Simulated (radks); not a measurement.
The numbers below are computed, except where a source is named.
Fractional charge and spin in the 6s shell of thallium: the spin-up occupation runs from 0 to 1 and the spin-down occupation from 0 to 1; the fullest corner is Tl+, [Xe] 4f14 5d10 6s(up 1, down 1). Code: a radial shooting solver on a logarithmic mesh with Libxc functionals. Model: scalar-relativistic Kohn-Sham, PBEsol, spin-polarised, spherical densities, finite nucleus; Fermi nuclear charge, rms radius of each element as measured or else 0.836 A^(1/3) + 0.57 fm. Energy (eV) minus the two flat planes that join the four corners (they meet along the diagonal where the two added fractions sum to one electron); zero is where a piecewise linear energy would lie.

\begin{tabular}{lrrrrr}
down \ up & 0 & 0.25 & 0.5 & 0.75 & 1 \\ \hline
0 & 0.000 & -0.856 & -1.139 & -0.853 & 0.000 \\
0.25 & -0.856 & -1.070 & -0.720 & 0.190 & -0.799 \\
0.5 & -1.139 & -0.720 & 0.253 & -0.678 & -1.062 \\
0.75 & -0.853 & 0.190 & -0.678 & -1.004 & -0.794 \\
1 & 0.000 & -0.799 & -1.062 & -0.794 & 0.000 \\
\end{tabular}

Corners above the fullest one (they belong to Tl2+ and the next ion): (up 1, down 0) 20.580 eV, (up 0, down 1) 20.580 eV, (up 0, down 0) 50.982 eV. With half an added electron in each spin the energy lies 0.253 eV from the planes (fractional-spin error, the static-correlation error of a stretched bond), and with half an added electron in spin up alone -1.139 eV (fractional-charge error). For a frontier s shell over closed shells the exact functional lies on the planes.
